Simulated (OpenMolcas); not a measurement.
A calculation on Ni6+.

* Program: OpenMolcas
* Method: SS-CASPT2, IPEA 0.25 Eh, imaginary shift 0.1 Eh (closed shells correlated: 3s 3p)
* Basis: ANO-RCC-VTZP [6s5p3d2f1g]
* Scalar Hamiltonian: DKH2, point nucleus
* Active space: 4 electrons in 5 orbitals (3d)
* State averaging: 2S+1 = 5 even, 5 roots; 2S+1 = 3 even, 45 roots; 2S+1 = 1 even, 50 roots
* Spin-orbit coupling: RASSI with atomic mean-field integrals over the reference wave functions, term energies averaged over their components

Problem. Which level of the active space comes out lowest?

Solution. 3d4 5D0, with 99 % of that term; it is also the measured ground level.

Problem. How high does 3d4 3F3(1) lie?

Solution. 34970 cm-1 above the lowest level; measured 34317 cm-1 above the ground level, so the calculation is off by +2 %.

Problem. How high does 3d4 5D2 lie?

Solution. 850 cm-1 above the lowest level; measured 804 cm-1 above the ground level, so the calculation is off by +6 %.

Problem. How high does 3d4 3H6 lie?

Solution. 33630 cm-1 above the lowest level; measured 32877 cm-1 above the ground level, so the calculation is off by +2 %.

Measured values: Corliss and Sugar, J. Phys. Chem. Ref. Data 10, 197 (1981).

Term energies are means over components that CASPT2 splits; among the terms shown or strongly mixed into the levels shown the widest spread is 51 cm-1 (3d4 3F(1)). Measured partners are found by configuration, term and J. A level has none where our copy of the source lacks it or the pairing is in doubt (some pairs that miss far off the trend of their configuration count as doubtful), and it then counts in no deviation. Only configurations of the active space appear.

A number in round brackets counts repeated terms of one configuration in the order of the reference energies.
